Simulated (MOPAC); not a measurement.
MOPAC input (PM7):

```
PM7 FORCE THERMO(298,298) PRECISE LET UHF MS=0.5 GEO-OK AUX(PRECISION=9) THREADS=1
HSi

Si    0.00000000 1    0.00000000 1   -0.05082902 1
H    -0.00000000 1    0.00000000 1    1.37642267 1
```

Which zero-point energy does it print?

3.36 kcal/mol, from the harmonic wavenumbers of PM7.
